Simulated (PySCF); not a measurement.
# Polarisability and C₆ of Ar (argon, neutral)

[Ar], closed-shell 1S. Computed with PySCF 2.14 in aug-cc-pwCVTZ, with no relativity, point nucleus. Coupled (time-dependent) response in atomic units; α is the mean over directions.

| method | mean α (bohr³) | C₆ (like pair) | S(−4) |
| --- | --- | --- | --- |
| UHF | 10.50 | 61.10 | 22.48 |
| PBE | 11.38 | 67.40 | 29.10 |
| PBE0 | 11.01 | 64.72 | 26.20 |
| BHandHLYP | 10.80 | 63.15 | 24.82 |
| M06-L | 11.51 | 69.26 | 29.08 |

S(−4) is the Cauchy moment in α(ω) = α(0) + S(−4) ω² + …

Reference α: 11.083 ± 0.007 bohr³ (recommended; Schwerdtfeger and Nagle, table of static dipole polarizabilities (2023 update)). Published C₆: 64.20 (Chu and Dalgarno (2004); Tang, Norbeck and Certain (1976)).

α(iu) at PBE0:

```tsv
u (hartree)	α(iu) (bohr³)
0	11.01
0.0500	10.94
0.100	10.76
0.200	10.08
0.300	9.163
0.500	7.211
0.750	5.204
1.00	3.802
1.50	2.202
2.00	1.415
3.00	0.7262
5.00	0.3071
```

A single London oscillator, α(iu) = α/(1 + u²/ω²), gives C₆ = (3/4) ω α². Matching the computed C₆ needs ω = 4 × 64.72 / (3 × 11.01²) = 0.712 hartree.
